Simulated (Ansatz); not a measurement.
Ca₂₀⁻ (started as a model of: Ca20 tetrahedron). The state is a doublet with charge -1. Geometry PBE/def2-SVP; atoms count from 1.

```xyz
20

Ca   -6.909   -1.042   -0.052
Ca   -4.030    0.321    1.970
Ca   -1.063    1.711    4.021
Ca    1.851    3.066    6.002
Ca   -4.056    0.676   -1.825
Ca   -1.119    2.088    0.201
Ca    1.836    3.434    2.246
Ca   -1.112    2.421   -3.624
Ca    1.809    3.791   -1.601
Ca    1.779    4.117   -5.359
Ca   -3.550   -2.749   -0.233
Ca   -0.602   -1.399    1.822
Ca    2.341    0.010    3.841
Ca   -0.630   -1.040   -2.040
Ca    2.350    0.354    0.017
Ca    2.292    0.718   -3.802
Ca   -0.098   -4.475   -0.415
Ca    2.827   -3.108    1.608
Ca    2.802   -2.754   -2.187
Ca    3.282   -6.140   -0.591
```

Single mean-field runs in def2-TZVP are fitted with def2-universal-jkfit. The charge -1 doublet is spin-contaminated (final ⟨S²⟩ up to 1.90, 0.75 for a pure state). Another isomer (doublet) lies 1.26 eV lower at PBE0/def2-TZVP; other spin states weren't run for this one.

Question: Estimate the Mulliken populations from the PBE0/def2-TZVP orbitals of Ansatz.

Answer: 
```csv
atom,charge (e),spin (α − β)
Ca1,-0.35,0.34
Ca2,-0.04,0.01
Ca3,-0.04,0.01
Ca4,-0.35,0.34
Ca5,-0.03,0.03
Ca6,0.20,-0.19
Ca7,-0.03,0.03
Ca8,-0.03,0.05
Ca9,-0.03,0.05
Ca10,-0.39,0.21
Ca11,-0.04,0.01
Ca12,0.22,0.01
Ca13,-0.04,0.01
Ca14,0.20,-0.19
Ca15,0.20,-0.18
Ca16,-0.03,0.05
Ca17,-0.04,0.01
Ca18,-0.04,0.01
Ca19,-0.03,0.03
Ca20,-0.35,0.34
```
Mulliken values and Mayer orders depend strongly on the basis.

Question: Where does the spin sit?

Answer: Summed by element: Ca 1.00, of 1 unpaired in all. Largest on single atoms: Ca1 0.34, Ca20 0.34, Ca4 0.34.

Question: And the Mayer bond orders between bonded heavy atoms (over 0.3)?

Answer: Ca1–Ca2 0.48 (3.77 Å); Ca1–Ca5 0.45 (3.77 Å); Ca1–Ca11 0.48 (3.77 Å); Ca2–Ca3 0.45 (3.87 Å); Ca2–Ca5 0.31 (3.81 Å); Ca2–Ca11 0.33 (3.81 Å); Ca3–Ca4 0.48 (3.77 Å); Ca3–Ca7 0.31 (3.81 Å); Ca3–Ca13 0.33 (3.81 Å); Ca4–Ca7 0.45 (3.77 Å); Ca4–Ca13 0.48 (3.77 Å); Ca5–Ca8 0.47 (3.87 Å); Ca5–Ca11 0.31 (3.81 Å); Ca7–Ca9 0.47 (3.86 Å); Ca7–Ca13 0.31 (3.81 Å); Ca8–Ca9 0.31 (3.81 Å); Ca8–Ca10 0.47 (3.77 Å); Ca8–Ca16 0.31 (3.81 Å); Ca9–Ca10 0.47 (3.77 Å); Ca9–Ca16 0.31 (3.81 Å); Ca10–Ca16 0.47 (3.77 Å); Ca11–Ca17 0.45 (3.86 Å); Ca13–Ca18 0.45 (3.86 Å); Ca16–Ca19 0.47 (3.86 Å); Ca17–Ca18 0.33 (3.81 Å); Ca17–Ca19 0.31 (3.81 Å); Ca17–Ca20 0.48 (3.77 Å); Ca18–Ca19 0.31 (3.81 Å); Ca18–Ca20 0.48 (3.77 Å); Ca19–Ca20 0.45 (3.77 Å).
